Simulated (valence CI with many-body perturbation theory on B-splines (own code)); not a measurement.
**E1 transitions of Pm XXIX**

Level of theory: configuration interaction combined with many-body perturbation theory (CI+MBPT): five valence electrons over a frozen Dirac-Fock core [Ar] 3d10, radial functions for each j: 9 s, 9 p, 8 d, 6 f, 3 g, 1 h, with the one-electron correlation potential Σ1 (screened to all orders), the two-electron term Σ2, the three-electron term Σ3, Breit, model QED; selected single and double excitations, second order for the rest (own B-spline code, finite nucleus).

The last digits are not significant, and no measured levels were compared; by estimate large intervals hold to a few tenths of a per cent, small ones and those within an open d or f shell to about a per cent. Among the levels kept, up to 270 cm⁻¹ of a level comes from second order outside the variational space, and about a tenth of that is noise between levels of different J, which matters for small intervals.

Lines 101 to 150 of 191 in falling wavelength, among levels below 1710800 cm⁻¹, chosen from the strongest by gf and those to the six lowest levels. Wavelengths and rates use the calculated energies. Electric multipoles are in the length gauge, E1 and E2 with the static RPA response of the core. Weak lines are less certain than strong ones. Lines between different terms over intervals too small for the method are left out, as are lines whose strength nearly cancels. The highest levels of a list are the least certain.

Levels are named by their leading jj configuration (3d3/2^4 stands for four electrons in 3d with j = 3/2), which in mixed levels can hold well under half, so a name can repeat and another be missing. Letters in brackets count levels of one name in rising energy.

```
λ vac (Å)                               Upper                       Lower   A (s⁻¹)  log gf  Branch %
    117.2      (4s^2 4p1/2 4p3/2 4d3/2) J=3/2  (4s^2 4p1/2 4p3/2^2) J=3/2  8.52e+08   -2.15       4.4
    117.0  (4s 4p1/2^2 4p3/2 4d3/2) J=3/2 [b]  (4s 4p1/2^2 4p3/2^2) J=3/2  5.24e+09   -1.37       9.8
    116.2  (4s 4p1/2^2 4p3/2 4d3/2) J=3/2 [a]  (4s 4p1/2^2 4p3/2^2) J=5/2  2.13e+09   -1.76      10.3
    116.2      (4s 4p1/2^2 4p3/2 4d3/2) J=5/2  (4s 4p1/2^2 4p3/2^2) J=5/2  6.09e+09   -1.13      42.2
    115.9        (4s 4p1/2 4p3/2^3) J=3/2 [b]  (4s^2 4p1/2 4p3/2^2) J=1/2  1.25e+10   -1.00       5.3
    114.9      (4s^2 4p1/2 4p3/2 4d3/2) J=7/2  (4s^2 4p1/2 4p3/2^2) J=5/2  3.20e+08   -2.29     100.0
    114.7      (4s 4p1/2^2 4p3/2 4d3/2) J=7/2  (4s 4p1/2^2 4p3/2^2) J=5/2  1.22e+09   -1.72      16.2
    113.9  (4s^2 4p1/2 4p3/2 4d3/2) J=5/2 [a]  (4s^2 4p1/2 4p3/2^2) J=3/2  5.58e+08   -2.19       6.0
    112.6             (4p1/2^2 4p3/2^3) J=3/2  (4s 4p1/2^2 4p3/2^2) J=5/2  2.57e+10   -0.71      29.2
    111.6  (4s^2 4p1/2 4p3/2 4d5/2) J=7/2 [a]  (4s^2 4p1/2 4p3/2^2) J=5/2  2.18e+08   -2.49      99.9
    110.6        (4s 4p1/2 4p3/2^3) J=3/2 [b]  (4s^2 4p1/2 4p3/2^2) J=5/2  1.11e+11   -0.09      47.3
    110.4          (4s^2 4p3/2^2 4d3/2) J=1/2        (4s^2 4p3/2^3) J=3/2  3.37e+09   -1.91       0.8
    110.3          (4s^2 4p1/2^2 4d3/2) J=3/2  (4s^2 4p1/2^2 4p3/2) J=3/2  8.05e+10   -0.23      94.0
    109.9  (4s^2 4p1/2 4p3/2 4d5/2) J=3/2 [a]  (4s^2 4p1/2 4p3/2^2) J=1/2  1.71e+09   -1.91       0.4
    109.6  (4s^2 4p1/2 4p3/2 4d3/2) J=1/2 [b]  (4s^2 4p1/2 4p3/2^2) J=3/2  7.70e+10   -0.56      58.7
    109.4      (4s^2 4p3/2^2 4d3/2) J=3/2 [a]        (4s^2 4p3/2^3) J=3/2  3.26e+07   -3.63       0.0
    108.8          (4s^2 4p3/2^2 4d3/2) J=5/2        (4s^2 4p3/2^3) J=3/2  7.08e+09   -1.12       1.3
    107.9  (4s 4p1/2^2 4p3/2 4d3/2) J=3/2 [b]  (4s 4p1/2^2 4p3/2^2) J=5/2  1.57e+10   -0.96      29.3
    106.8        (4s 4p1/2 4p3/2^3) J=3/2 [b]  (4s^2 4p1/2 4p3/2^2) J=3/2  1.87e+10   -0.89       8.0
    106.4  (4s^2 4p1/2 4p3/2 4d3/2) J=1/2 [c]  (4s^2 4p1/2 4p3/2^2) J=1/2  2.15e+08   -3.14       0.0
    106.1  (4s^2 4p1/2 4p3/2 4d5/2) J=5/2 [a]  (4s^2 4p1/2 4p3/2^2) J=5/2  8.78e+09   -1.05       2.8
    105.4  (4s^2 4p1/2 4p3/2 4d5/2) J=3/2 [b]  (4s^2 4p1/2 4p3/2^2) J=1/2  2.33e+09   -1.81       0.5
    105.2  (4s^2 4p1/2 4p3/2 4d5/2) J=3/2 [a]  (4s^2 4p1/2 4p3/2^2) J=5/2  1.46e+10   -1.01       3.4
    103.0          (4s^2 4p1/2^2 4d5/2) J=5/2  (4s^2 4p1/2^2 4p3/2) J=3/2  9.03e+10   -0.06      98.7
    102.6  (4s^2 4p1/2 4p3/2 4d5/2) J=5/2 [a]  (4s^2 4p1/2 4p3/2^2) J=3/2  5.25e+10   -0.30      16.7
    102.1  (4s^2 4p1/2 4p3/2 4d3/2) J=5/2 [b]  (4s^2 4p1/2 4p3/2^2) J=5/2  1.09e+11    0.01      26.3
    101.9      (4s^2 4p3/2^2 4d3/2) J=3/2 [b]        (4s^2 4p3/2^3) J=3/2  2.84e+10   -0.75       5.7
    101.7  (4s^2 4p1/2 4p3/2 4d5/2) J=3/2 [a]  (4s^2 4p1/2 4p3/2^2) J=3/2  6.15e+10   -0.42      14.1
    101.6      (4s^2 4p3/2^2 4d5/2) J=5/2 [a]        (4s^2 4p3/2^3) J=3/2  7.12e+06   -4.18       0.3
    101.0  (4s^2 4p1/2 4p3/2 4d5/2) J=3/2 [b]  (4s^2 4p1/2 4p3/2^2) J=5/2  1.51e+11   -0.03      32.0
    100.8  (4s^2 4p1/2 4p3/2 4d5/2) J=3/2 [c]  (4s^2 4p1/2 4p3/2^2) J=1/2  1.33e+11   -0.09      74.4
    100.1  (4s^2 4p1/2 4p3/2 4d5/2) J=7/2 [b]  (4s^2 4p1/2 4p3/2^2) J=5/2  1.44e+11    0.24     100.0
    98.86  (4s^2 4p1/2 4p3/2 4d3/2) J=5/2 [b]  (4s^2 4p1/2 4p3/2^2) J=3/2  8.75e+07   -3.11       0.0
    98.72  (4s^2 4p1/2 4p3/2 4d3/2) J=1/2 [c]  (4s^2 4p1/2 4p3/2^2) J=3/2  5.27e+10   -0.81       9.1
    98.60      (4s^2 4p1/2 4p3/2 4d5/2) J=1/2  (4s^2 4p1/2 4p3/2^2) J=1/2  3.03e+11   -0.05      96.2
    98.43        (4s 4p1/2 4p3/2^3) J=3/2 [a]  (4s^2 4p1/2^2 4p3/2) J=3/2  1.07e+10   -1.21      24.4
    97.98          (4s^2 4p3/2^2 4d5/2) J=1/2        (4s^2 4p3/2^3) J=3/2  4.60e+11    0.12      89.4
    97.81  (4s^2 4p1/2 4p3/2 4d5/2) J=3/2 [b]  (4s^2 4p1/2 4p3/2^2) J=3/2  1.04e+11   -0.22      22.1
    96.81  (4s^2 4p1/2 4p3/2 4d5/2) J=3/2 [c]  (4s^2 4p1/2 4p3/2^2) J=5/2  4.51e+08   -2.60       0.3
    96.80  (4s^2 4p1/2 4p3/2 4d5/2) J=5/2 [b]  (4s^2 4p1/2 4p3/2^2) J=5/2  1.03e+11   -0.06      19.8
    95.81          (4s^2 4p3/2^2 4d5/2) J=3/2        (4s^2 4p3/2^3) J=3/2  3.58e+11    0.29      80.4
    94.77            (4s 4p1/2 4p3/2^3) J=5/2  (4s^2 4p1/2^2 4p3/2) J=3/2  1.19e+07   -4.02       0.0
    94.08                  (4s 4p3/2^4) J=1/2  (4s^2 4p1/2 4p3/2^2) J=1/2  9.35e+10   -0.61      47.9
    93.88  (4s^2 4p1/2 4p3/2 4d5/2) J=3/2 [c]  (4s^2 4p1/2 4p3/2^2) J=3/2  4.73e+07   -3.60       0.0
    93.87  (4s^2 4p1/2 4p3/2 4d5/2) J=5/2 [b]  (4s^2 4p1/2 4p3/2^2) J=3/2  3.05e+11    0.38      58.7
    93.72      (4s^2 4p3/2^2 4d5/2) J=5/2 [b]        (4s^2 4p3/2^3) J=3/2  5.44e+11    0.63      94.6
    92.17  (4s^2 4p1/2 4p3/2 4d3/2) J=1/2 [a]  (4s^2 4p1/2^2 4p3/2) J=3/2  1.86e+10   -1.32      37.7
    92.14      (4s^2 4p1/2 4p3/2 4d3/2) J=3/2  (4s^2 4p1/2^2 4p3/2) J=3/2  1.53e+07   -4.11       0.1
    91.97      (4s^2 4p1/2 4p3/2 4d5/2) J=1/2  (4s^2 4p1/2 4p3/2^2) J=3/2  6.43e+06   -4.79       0.0
    90.10  (4s^2 4p1/2 4p3/2 4d3/2) J=5/2 [a]  (4s^2 4p1/2^2 4p3/2) J=3/2  2.05e+09   -1.83      22.1
```

**Question.** How does gf follow from A for the line at 95.81 Å?

**Answer.** gf = 1.4992 × (2J+1)_upper × A / σ², with σ = 1043760 cm⁻¹ and 2J+1 = 4: gf = 1.97.
